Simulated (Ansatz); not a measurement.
Compare A (`[SiH3]C1=CO[SiH2]1`) with its isomer B (`[SiH3]C1=C[SiH2]O1`).

Gas-phase electronic energies from Ansatz, PBE0-D4/def2-TZVP geometries. CBS: MP2 limit from def2 TZ/QZ plus the TZ coupled-cluster correction, frozen cores. DFT in def2-TZVPP. B3LYP here is the variant with VWN-RPA as its local correlation; programs differ in this.

A:

Z-matrix (Å, degrees):
```
Si
O 1 1.717
C 1 2.125 2 40.1
C 1 1.839 2 79.1 3 -0.0
H 1 1.482 2 111.8 3 -118.0
H 1 1.482 2 111.8 3 118.0
H 3 1.089 1 169.9 2 -0.0
Si 4 1.831 1 148.6 2 180.0
H 8 1.488 4 111.1 1 59.8
H 8 1.489 4 109.4 1 -180.0
H 8 1.488 4 111.1 1 -59.8
```

B:

```xyz
11

Si    1.514   -0.231   -1.288
C     0.085   -0.006   -0.091
C    -0.099   -0.394    1.189
Si   -1.723    0.433    1.008
O    -1.045    0.688   -0.538
H     1.049   -0.981   -2.482
H     2.023    1.098   -1.710
H     2.576   -0.991   -0.585
H     0.578   -0.944    1.821
H    -2.965   -0.375    0.953
H    -1.991    1.705    1.722
```

Problem. Which isomer does CCSD(T)/CBS put lower? Give the gap. (An estimate is asked.)

Solution. The calculation gave: A, by 21.4 kJ/mol.

Problem. Give E(B) − E(A) in kJ/mol with CCSD/def2-TZVPP, HF/def2-TZVPP, ωB97M-V, B3LYP, r2SCAN-D4, B2PLYP, MP2/def2-TZVPP. (Best estimate.)

Solution. The calculation gave: CCSD/def2-TZVPP 22.2, HF/def2-TZVPP 25.1, ωB97M-V 22.6, B3LYP 21.2, r2SCAN-D4 24.2, B2PLYP 22.3, MP2/def2-TZVPP 24.7. None reverses the order clearly.

Largest T1 diagnostic: 0.014.
